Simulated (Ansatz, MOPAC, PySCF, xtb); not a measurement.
Complex: GeH4 (SMILES [GeH4]) (first 5 atoms) with Si2H6 (SMILES [SiH3][SiH3]); geometry from B3LYP-D3(BJ)/def2-TZVP.
(charge 0, multiplicity 1):
| atom | x (Å) | y (Å) | z (Å) |
|---|---|---|---|
| Ge | 0.0123 | 0.1378 | 0.0447 |
| H | -1.3182 | 0.7174 | -0.4566 |
| H | 0.6899 | 1.1478 | 0.9822 |
| H | 0.9340 | -0.1490 | -1.1501 |
| H | -0.2530 | -1.1659 | 0.8113 |
| Si | 1.1632 | -0.0348 | 4.1238 |
| Si | -1.1769 | -0.1378 | 4.0068 |
| H | 1.6211 | 1.3732 | 4.0418 |
| H | 1.7841 | -0.8031 | 3.0193 |
| H | 1.6226 | -0.6079 | 5.4132 |
| H | -1.7669 | 0.4781 | 5.2207 |
| H | -1.6282 | -1.5478 | 3.9232 |
| H | -1.6839 | 0.5919 | 2.8201 |

Counterpoise-corrected where a basis set is named; no monomer relaxation.

Rows in 6-31G* carry no dispersion term and start afresh at each structure (6-31G* with six Cartesian d functions); the Pople sets are all-electron and without relativity. MP2/6-31G* freezes PySCF's default core, which leaves 3d correlated. The state that PM7 reach isn't checked; PM7 holds dispersion and hydrogen-bond terms.

The values were computed with Ansatz (a first-principles code) with Gaussian orbitals; MOPAC for PM7 (differences of heats of formation); PySCF for 6-31G* rows, the dispersion terms; xtb for the GFN methods. 

### Question
One of these levels gives -39.1 meV for the interaction energy. Which?
(A) PM7
(B) PBE-D3(BJ)/def2-TZVPPD
(C) GFN-FF
(D) MP2/6-31G*

### Answer
A, PM7. The others give -57.7 (GFN-FF), -79.3 (PBE-D3(BJ)/def2-TZVPPD), 17.5 (MP2/6-31G*)
